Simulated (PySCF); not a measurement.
A side-by-side comparison of computed properties.

First species: C7H15PS.
Cartesian coordinates in Å at the GFN2-xTB level; atoms count from 1:
```xyz
24
C7H15PS angstrom
C      3.6871   -0.2088    0.2554
C      2.3356   -0.3000   -0.4417
C      1.2050   -0.5257    0.5572
P     -0.4348   -0.7204   -0.2961
C     -1.4965   -0.8327    1.2335
C     -2.9603   -0.6093    0.8963
S     -3.3075    1.1294    0.4856
C     -2.2519    1.2863   -0.9887
C     -0.7829    1.0752   -0.6660
H      3.8997   -1.1282    0.7967
H      4.4804   -0.0457   -0.4700
H      3.6956    0.6160    0.9653
H      2.3466   -1.1217   -1.1619
H      2.1526    0.6225   -0.9973
H      1.1569    0.2994    1.2750
H      1.3854   -1.4503    1.1145
H     -1.1677   -0.1042    1.9811
H     -1.3712   -1.8378    1.6485
H     -3.6002   -0.8287    1.7515
H     -3.2737   -1.2227    0.0488
H     -2.4324    2.2966   -1.3568
H     -2.6043    0.5677   -1.7316
H     -0.4896    1.7028    0.1814
H     -0.1836    1.3602   -1.5361
```

Second species: C₆H₉N₃Si.
Atom-mapped SMILES: `[CH:1]#[C:2][c:3]1[cH:4][n:5][n:6]([SiH:7]([CH3:8])[CH3:9])[n:10]1` (hydrogens: H11 on C1; H12 on C4; H13 on Si7; H14, H15, H16 on C8; H17, H18, H19 on C9)

Levels: PBE0/pcSseg-1 for HOMO energy, LUMO energy and HOMO–LUMO gap. Geometries: GFN2-xTB. All species are isolated and taken at one optimised geometry, non-relativistic unless stated; the electronic structure was computed with PySCF and density fitting.

The conformers computed, where there is a choice (atom-mapped SMILES and torsion angles):
- `[CH:1]#[C:2][c:3]1[cH:4][n:5][n:6]([SiH:7]([CH3:8])[CH3:9])[n:10]1`: N5–N6–Si7–C8 -120°

The conformers of `CCCP1CCSCC1` aren't listed.

Values for the first species:

```
HOMO energy   : -6.31 eV
LUMO energy   : 0.90 eV
HOMO–LUMO gap : 7.21 eV
```

(1) Estimate the same properties for the second species, and the change in each.

Results:

(1) 
| property | first | second | second less first |
| --- | --- | --- | --- |
| HOMO energy | -6.31 eV | -7.20 eV | -0.89 eV |
| LUMO energy | 0.90 eV | -0.74 eV | -1.64 eV |
| HOMO–LUMO gap | 7.21 eV | 6.46 eV | -0.75 eV |

